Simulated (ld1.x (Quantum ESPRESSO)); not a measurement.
# cerium, PAW: configuration errors across variants

* Element: cerium (Ce)
* Generator: ld1.x (Quantum ESPRESSO) 7.5
* Type: PAW
* Functional: BLYP
* Relativity: scalar-relativistic
* Frozen core: [Kr] 4d10
* Valence charge: 12
* Reference configuration: 4f1 5s2 5p6 5d1 6s0 6p0 (charge +2)
* Partial waves: 5s (bound): rcut 2.35, rcutus 3.15 bohr; 6s (bound, empty): rcut 2.35, rcutus 3.15 bohr; 5p (bound): rcut 2.20, rcutus 2.30 bohr; 6p (bound, empty): rcut 2.20, rcutus 2.30 bohr; 5d (bound): rcut 2.25, rcutus 2.75 bohr; 5d channel at -0.75 Ry: rcut 2.25, rcutus 2.75 bohr; 4f (bound): rcut 1.55, rcutus 1.65 bohr; 4f channel at 3.05 Ry: rcut 1.55, rcutus 1.65 bohr
* Local potential: all-electron potential smoothed inside 1.70 bohr (lloc = -2)
* Core correction: Bessel-smoothed model core inside 1.35 bohr
* Augmentation charge: PSQ, radius 1.35 bohr

All-electron excitation energies from the reference (eV): (1) 4f1 5s2 5p6 5d1 6s2 6p0 -17.139; (2) 4f1 5s2 5p6 5d1 6s1 6p0 -11.160; (3) 4f1 5s2 5p6 5d0 6s0 6p0 19.106; (4) 4f0 5s2 5p6 5d2 6s2 6p0 -12.353; (5) 4f1 5s2 5p6 5d0 6s2 6p1 -14.835.

The overlap operator is not positive definite (basis up to 400 Ry) in “waves 5d (bound): rcut 2.25, rcutus 4.12 bohr; 5d channel at -0.75 Ry: rcut 2.25, rcutus 4.12 bohr”. Such files are unfit for use, however small their errors in these radial tests.

A true bound ghost makes a file unfit for plane-wave use even where its test errors are small: the radial tests pick states by their node count and pass the ghost by.

Errors AE − PS in meV (a dash: test not solved or not reliable):

| change | (1) | (2) | (3) | (4) | (5) | bound ghosts |
| --- | --- | --- | --- | --- | --- | --- |
| base | +1.0 | +1.6 | -0.7 | +97 | +4.6 | none |
| waves 5d (bound): rcut 1.72, rcutus 1.82 bohr; 5d channel at -0.75 Ry: rcut 1.72, rcutus 1.82 bohr | – | – | – | – | – | none |
| waves 5d (bound): rcut 1.94, rcutus 2.06 bohr; 5d channel at -0.75 Ry: rcut 1.94, rcutus 2.06 bohr | – | – | – | – | – | none |
| waves 5d (bound): rcut 2.20, rcutus 2.34 bohr; 5d channel at -0.75 Ry: rcut 2.20, rcutus 2.34 bohr | – | – | – | – | – | none |
| waves 5d (bound): rcut 2.25, rcutus 2.68 bohr; 5d channel at -0.75 Ry: rcut 2.25, rcutus 2.68 bohr | +1.0 | +1.6 | -0.9 | – | – | none |
| waves 5d (bound): rcut 2.25, rcutus 3.26 bohr; 5d channel at -0.75 Ry: rcut 2.25, rcutus 3.26 bohr | – | – | – | – | – | none |
| waves 5d (bound): rcut 2.25, rcutus 3.52 bohr; 5d channel at -0.75 Ry: rcut 2.25, rcutus 3.52 bohr | – | – | – | – | – | d |
| waves 5d (bound): rcut 2.25, rcutus 3.76 bohr; 5d channel at -0.75 Ry: rcut 2.25, rcutus 3.76 bohr | – | – | – | – | – | none |
| waves 5d (bound): rcut 2.25, rcutus 4.12 bohr; 5d channel at -0.75 Ry: rcut 2.25, rcutus 4.12 bohr | – | – | – | – | – | not determined (overlap not positive) |

Problem. Give the same row for: waves 5d (bound): rcut 2.25, rcutus 2.96 bohr; 5d channel at -0.75 Ry: rcut 2.25, rcutus 2.96 bohr.

Solution. +1.1, +1.6, -1.0, –, –; bound ghosts: none.
